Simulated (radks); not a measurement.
Values are calculated unless marked as measured or tabulated.
Numerical settings for neutral platinum, [Xe] 4f14 5d9 6s1. Code: a radial shooting solver on a logarithmic mesh with Libxc functionals. Model: Dirac Kohn-Sham, BLYP, spin-unpolarised, spherical densities, point nucleus; open shells are shared between the two j in proportion to 2j + 1. The defaults (mesh step 0.008 in ln r, mesh end at 40 bohr or more with all orbitals vanishing there, Anderson mixing 0.5 over 9 steps, residual threshold near 1e-9 with the energy settled to 1e-9 hartree or 1e-11 of itself, here a cap of 74 iterations) give E = -18447.775 hartree and 5d5/2 at -5.539 eV in 15 iterations. Run on one thread of a shared host, so times are rough (Intel(R) Xeon(R) 6975P-C): 0.16 s of CPU time, 0.16 s wall, 15 iterations on 2728 mesh points. Changes against that run (0 stands for a change within the tolerance of the run):

setting,iterations,converged,E (mhartree),e(5d5/2) (meV),CPU (s)
mesh step in ln r 0.012,15,yes,0,0,0.11
mesh step in ln r 0.05,15,yes,+0.15,-0.0163,0.03
mesh step in ln r 0.2,4,no,diverged,-,0.01
mesh end (bohr) 8,15,yes,+1.75,+98.5,0.14
mesh end (bohr) 5,14,yes,+87.3,+1.91e+03,0.14
residual threshold 1e-05,12,yes,0,-0.211,0.14
residual threshold 0.1,9,yes,+0.00857,-30.8,0.11
mixing 0.2,19,yes,0,0,0.19
"linear mixing, mixing 0.8",74,no,+4.02e+05,+5.53e+03,2.1
"linear mixing, mixing 0.05",74,no,+0.104,-95.1,0.65
mixing history 2,30,yes,0,0,0.26
iteration cap 3,3,no,+71,+673,0.05

Settings that end as converged yet miss the energy by more than 1 mhartree: mesh end (bohr) 8 (+0.00175 hartree); mesh end (bohr) 5 (+0.0873 hartree). A mesh that ends early acts as a hard wall.
